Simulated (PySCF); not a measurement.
**Germanium: a sound run and one with changed settings**

Sound run: Ge [Ar] 3d10 4s2 4p2, Ge⁺ [Ar] 3d10 4s2 4p1. Calculation: PySCF 2.14, in cc-pVDZ-DK (5s4p2d, 27 functions); scalar relativity by spin-free X2C-1e. In the sound run the correlated levels freeze [Ar] 3d10. The sound run starts from symmetry-adapted Hartree-Fock orbitals and uses a fine grid where one is needed.

Changed run: the non-relativistic Hamiltonian (point nucleus). This setting is unsound on purpose.

| species | method | sound run (hartree) | changed run (hartree) | converged |
| --- | --- | --- | --- | --- |
| Ge | UHF | -2096.95882 | -2063.36876 | yes |
| Ge | M06-L | -2098.54689 | -2064.95713 | yes |
| Ge | PBE0 | -2098.36759 | -2064.77857 | yes |
| Ge | MP2 | -2096.99857 | -2063.40889 | yes |
| Ge | CCSD(T) | -2097.01500 | -2063.42591 | yes |
| Ge⁺ | UHF | -2096.68676 | -2063.09524 | yes |
| Ge⁺ | M06-L | -2098.26569 | -2064.67352 | yes |
| Ge⁺ | PBE0 | -2098.07665 | -2064.48620 | yes |
| Ge⁺ | MP2 | -2096.71762 | -2063.12654 | yes |
| Ge⁺ | CCSD(T) | -2096.73307 | -2063.14274 | yes |

Ionisation energy of Ge:

```
 method  sound run (eV)  changed run (eV)
    UHF           7.403             7.443
  M06-L           7.652             7.718
   PBE0           7.917             7.956
    MP2           7.645             7.683
SCS-MP2           7.582             7.620
   CCSD           7.665             7.698
CCSD(T)           7.672             7.706
```

Most of the change in total energy is the relativistic energy itself. On top of that the contraction fixes the core shape for the Hamiltonian it was made with, so the changed run is not a good calculation with the other Hamiltonian either.

For comparison, NIST gives 7.899 eV between the lowest levels.
